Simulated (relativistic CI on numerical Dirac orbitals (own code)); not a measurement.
# Sensitivity of the levels of Ca⁸⁺ to α and to the nuclear radius

These numbers are calculated, not measured: Dirac-Coulomb-Breit CI, orbitals from a KLI potential per configuration, derivatives by finite differences, unscaled Slater integrals, QED left out (own radial code, finite nucleus).

Configuration list (outside the closed core [Ne]): 3s2, 3s.3p, 3p2, 3s.3d, 3d2, 3p.3d, 3p.4s, 3s.4s. Levels of other configurations are missing.

With x = (α/α₀)² − 1 an excitation energy changes as ω = ω₀ + qx; K = 2q/ω₀ is the relative enhancement. Terms are leading LS components, so labels can repeat. The field-shift factor is F = δν/δ⟨r²⟩ for the transition from the lowest level.

Lowest level 3s2 1S_0.

| Level | ω₀ (cm⁻¹) | q (cm⁻¹) | K | F (GHz/fm²) |
| --- | --- | --- | --- | --- |
| 3s.3p 3P°_0 | 141887 | 1696 | 0.0239 | -3.78 |
| 3s.3p 3P°_1 | 143374 | 3136 | 0.0437 | -3.78 |
| 3s.3p 3P°_2 | 146566 | 6425 | 0.0877 | -3.79 |
| 3s.3p 1P°_1 | 218245 | 5370 | 0.0492 | -3.97 |
| 3p2 1D_2 | 335733 | 8679 | 0.0517 | -6.95 |
| 3p2 3P_0 | 340814 | 6434 | 0.0378 | -7.87 |
| 3p2 3P_1 | 342667 | 8582 | 0.0501 | -7.87 |
| 3p2 3P_2 | 346155 | 12370 | 0.0715 | -7.83 |
| 3p2 1S_0 | 403809 | 10640 | 0.0527 | -7.63 |
| 3s.3d 3D_1 | 414483 | 6617 | 0.0319 | -3.46 |
| 3s.3d 3D_2 | 414595 | 6727 | 0.0325 | -3.46 |
| 3s.3d 3D_3 | 414774 | 6906 | 0.0333 | -3.46 |
| 3s.3d 1D_2 | 478652 | 7837 | 0.0327 | -4.51 |
| 3p.3d 3F°_2 | 564716 | 9043 | 0.032 | -7.56 |
| 3p.3d 3F°_3 | 566727 | 11230 | 0.0396 | -7.56 |
| 3p.3d 3F°_4 | 569126 | 13730 | 0.0483 | -7.55 |
| 3p.3d 1D°_2 | 572822 | 12360 | 0.0431 | -7.55 |
| 3p.3d 3P°_2 | 601979 | 10280 | 0.0341 | -7.52 |
| 3p.3d 3P°_1 | 603056 | 10770 | 0.0357 | -7.52 |
| 3p.3d 3P°_0 | 604793 | 13450 | 0.0445 | -7.52 |
| 3p.3d 3D°_1 | 605772 | 12970 | 0.0428 | -7.53 |
| 3p.3d 3D°_2 | 606289 | 13110 | 0.0432 | -7.53 |
| 3p.3d 3D°_3 | 606365 | 12750 | 0.042 | -7.53 |

At this charge configurations can still be misplaced by up to about 7 % of their energy.
